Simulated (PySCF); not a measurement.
C₃H₇O (SMILES C[CH-]OC), charge -1, singlet, at a GFN2-xTB geometry (in this run its highest filled SCF level lies above zero, so its values depend strongly on the basis, on diffuse functions most of all); CCSD(T)/STO-3G (PySCF).

The PySCF input:
```python
from pyscf import gto, scf, cc

mol = gto.Mole()
mol.atom = '''
    O     0.27524919   -0.58420743   -0.62303532
    C     0.09401883    0.90333784   -0.29403238
    C     1.02460482   -1.20359562    0.34229042
    C    -1.27934567    1.02284955    0.39588235
    H    -0.06509560    1.31189351   -1.33559503
    H     1.24877528   -2.23160334    0.01033964
    H     1.98223373   -0.68204747    0.53292018
    H     0.50182452   -1.27623020    1.31766778
    H    -2.14125770    0.55895431   -0.13156786
    H    -1.24810032    0.57100939    1.39663175
    H    -1.51604143    2.08613261    0.52904382
'''
mol.basis = 'sto-3g'
mol.charge = -1
mol.verbose = 4
mol.build()

mf = scf.RHF(mol)
mf.kernel()

mycc = cc.CCSD(mf)
mycc.kernel()
et = mycc.ccsd_t()
print('E(CCSD(T)) = %.10f' % (mycc.e_tot + et))
```

Task: Write the output that PySCF gives for this input, abridged.

Result: 
```
PySCF version 2.14.0

[INPUT] verbose = 4
[INPUT] num. atoms = 11
[INPUT] num. electrons = 34
[INPUT] charge = -1
[INPUT] spin (= nelec alpha-beta = 2S) = 0
[INPUT] symmetry False subgroup None
[INPUT] Mole.unit = angstrom
[INPUT] Symbol           X                Y                Z      unit          X                Y                Z       unit  Magmom
[INPUT]  1 O      0.275249190000  -0.584207430000  -0.623035320000 AA    0.520145585108  -1.103992042636  -1.177366120731 Bohr   0.0
[INPUT]  2 C      0.094018830000   0.903337840000  -0.294032380000 AA    0.177669839252   1.707061115556  -0.555640669954 Bohr   0.0
[INPUT]  3 C      1.024604820000  -1.203595620000   0.342290420000 AA    1.936222495709  -2.274466086526   0.646835148862 Bohr   0.0
[INPUT]  4 C     -1.279345670000   1.022849550000   0.395882350000 AA   -2.417612934948   1.932905516135   0.748109219049 Bohr   0.0
[INPUT]  5 H     -0.065095600000   1.311893510000  -1.335595030000 AA   -0.123012855914   2.479119438494  -2.523908820030 Bohr   0.0
[INPUT]  6 H      1.248775280000  -2.231603340000   0.010339640000 AA    2.359843270327  -4.217119131265   0.019539087827 Bohr   0.0
[INPUT]  7 H      1.982233730000  -0.682047470000   0.532920180000 AA    3.745878864575  -1.288882922253   1.007073186454 Bohr   0.0
[INPUT]  8 H      0.501824520000  -1.276230200000   1.317667780000 AA    0.948310905391  -2.411725549899   2.490031227364 Bohr   0.0
[INPUT]  9 H     -2.141257700000   0.558954310000  -0.131567860000 AA   -4.046390615116   1.056270562045  -0.248627222195 Bohr   0.0
[INPUT] 10 H     -1.248100320000   0.571009390000   1.396631750000 AA   -2.358567780782   1.079051361655   2.639251504372 Bohr   0.0
[INPUT] 11 H     -1.516041430000   2.086132610000   0.529043820000 AA   -2.864903096194   3.942219292424   0.999747927694 Bohr   0.0

nuclear repulsion = 123.844103395273
number of shells = 19
number of NR pGTOs = 81
number of NR cGTOs = 27
basis = sto-3g
ecp = {}

******** <class 'pyscf.scf.hf.RHF'> ********
method = RHF
initial guess = minao
damping factor = 0
level_shift factor = 0
DIIS = <class 'pyscf.scf.diis.CDIIS'>
diis_start_cycle = 1
diis_space = 8
diis_damp = 0
SCF conv_tol = 1e-09
SCF conv_tol_grad = None
SCF max_cycles = 50
direct_scf = True
direct_scf_tol = 1e-13
Set gradient conv threshold to 3.16228e-05
Initial guess from minao.
init E= -190.220692333299
  HOMO = -0.0863532667794341  LUMO = 0.314481007308598  gap/eV = 10.90726
cycle= 1 E= -189.768602775293  delta_E= 0.452  |g|= 0.498  |ddm|= 3.89
  HOMO = 0.200765958699919  LUMO = 0.864604436432525  gap/eV = 18.06397
cycle= 2 E= -189.861714730334  delta_E= -0.0931  |g|= 0.117  |ddm|= 0.867
  HOMO = 0.123536038086633  LUMO = 0.836053022055523  gap/eV = 19.38857
cycle= 3 E= -189.86702457991  delta_E= -0.00531  |g|= 0.0331  |ddm|= 0.203
  HOMO = 0.108201962901627  LUMO = 0.830303476158702  gap/eV = 19.64938
cycle= 4 E= -189.867728596185  delta_E= -0.000704  |g|= 0.00913  |ddm|= 0.0887
  HOMO = 0.11129458626576  LUMO = 0.8333973862349  gap/eV = 19.64942
cycle= 5 E= -189.867796335103  delta_E= -6.77e-05  |g|= 0.00184  |ddm|= 0.0335
  HOMO = 0.110754355395135  LUMO = 0.833139924265858  gap/eV = 19.65711
cycle= 6 E= -189.867799613872  delta_E= -3.28e-06  |g|= 0.000335  |ddm|= 0.00788
  HOMO = 0.110764574697827  LUMO = 0.833147793110662  gap/eV = 19.65705
cycle= 7 E= -189.867799725299  delta_E= -1.11e-07  |g|= 8.37e-05  |ddm|= 0.00125
  HOMO = 0.110762936855178  LUMO = 0.833153430962183  gap/eV = 19.65725
cycle= 8 E= -189.867799731557  delta_E= -6.26e-09  |g|= 2.04e-05  |ddm|= 0.000289
  HOMO = 0.11076719549442  LUMO = 0.833151510943118  gap/eV = 19.65708
cycle= 9 E= -189.867799731951  delta_E= -3.94e-10  |g|= 4.6e-06  |ddm|= 7.44e-05
  HOMO = 0.110767004878453  LUMO = 0.833151566708211  gap/eV = 19.65709
Extra cycle  E= -189.867799731965  delta_E= -1.38e-11  |g|= 2.01e-06  |ddm|= 9.44e-06
converged SCF energy = -189.867799731965

******** <class 'pyscf.cc.ccsd.CCSD'> ********
CC2 = 0
CCSD nocc = 17, nmo = 27
max_cycle = 50
direct = 0
conv_tol = 1e-07
conv_tol_normt = 1e-05
diis_space = 6
diis_start_cycle = 0
diis_start_energy_diff = 1e+09
Init t2, MP2 energy = -190.047205058556  E_corr(MP2) -0.179405326591248
Init E_corr(CCSD) = -0.179405326593237
cycle = 1  E_corr(CCSD) = -0.218699380724751  dE = -0.0392940541  norm(t1,t2) = 0.0579589
cycle = 2  E_corr(CCSD) = -0.231608860655136  dE = -0.0129094799  norm(t1,t2) = 0.0204861
cycle = 3  E_corr(CCSD) = -0.238538268501886  dE = -0.00692940785  norm(t1,t2) = 0.00855749
cycle = 4  E_corr(CCSD) = -0.23897325393892  dE = -0.000434985437  norm(t1,t2) = 0.0016625
cycle = 5  E_corr(CCSD) = -0.23894296533857  dE = 3.02886004e-05  norm(t1,t2) = 0.000701163
cycle = 6  E_corr(CCSD) = -0.238942485712794  dE = 4.79625776e-07  norm(t1,t2) = 0.000137228
cycle = 7  E_corr(CCSD) = -0.238938538706276  dE = 3.94700652e-06  norm(t1,t2) = 6.23444e-05
cycle = 8  E_corr(CCSD) = -0.238938100751426  dE = 4.3795485e-07  norm(t1,t2) = 2.39456e-05
cycle = 9  E_corr(CCSD) = -0.23893808373962  dE = 1.70118056e-08  norm(t1,t2) = 8.98963e-06
CCSD converged
E(CCSD) = -190.1067378157045  E_corr = -0.2389380837396203
CCSD(T) correction = -0.00257548423738919
E(CCSD(T)) = -190.1093132999
```
